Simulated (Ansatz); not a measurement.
The same path of BrCl2F2HHf (7 atoms, charge 0, multiplicity 1) was run 3 times with different band settings. Lost on the way: Br6–H7. Made: F2–H7.

All numbers below come from RKS B3LYP-D4/def2-SVP (Ansatz).

Relaxed end points:

```xyz
7
Properties=species:S:1:pos:R:3
Hf 0.026 0.000 -0.071
F 0.238 0.000 1.836
F 1.832 0.000 -0.648
Cl -0.826 1.989 -1.014
Cl -0.826 -1.989 -1.014
Br -2.896 0.000 1.403
H -2.190 0.000 2.649
```

```xyz
7
Properties=species:S:1:pos:R:3
Hf -0.500 -0.001 -0.085
F -0.095 -0.006 2.195
F 1.395 0.005 0.120
Cl -0.820 1.894 -1.413
Cl -0.816 -1.898 -1.412
Br -2.779 0.005 1.262
H -1.026 0.001 2.474
```

Common settings: spring 5.0 eV/Å²; optimiser quadratic models (default); force threshold 0.03 eV/Å; iteration limit 60; end points relaxed.

| run | movable images | climbing image | start path |
| --- | --- | --- | --- |
| 1 | 5 | yes | through a guess of the saddle point |
| 2 | 5 | yes | straight line |
| 3 | 4 | no | through a guess of the saddle point |

(1) What does each run give, and how far can it be trusted?

Results:

(1) Run 1: converged after 9 iterations, highest image 0.422 eV above the first end. A vibrational analysis at the climbing image gives one clearly imaginary mode, 487i cm⁻¹: a first-order saddle point.
Run 2: converged after 9 iterations, highest image 0.422 eV above the first end. Another band between the same ends (5 images) ends at a top of the same energy, where a vibrational analysis finds 1 clearly imaginary mode.
Run 3: converged after 10 iterations, highest image 0.361 eV above the first end. No image climbed, so the highest image needn't sit at the top of the path.
The orbitals stay closed-shell, which can raise the energy where a bond breaks towards radicals; this wasn't checked here.
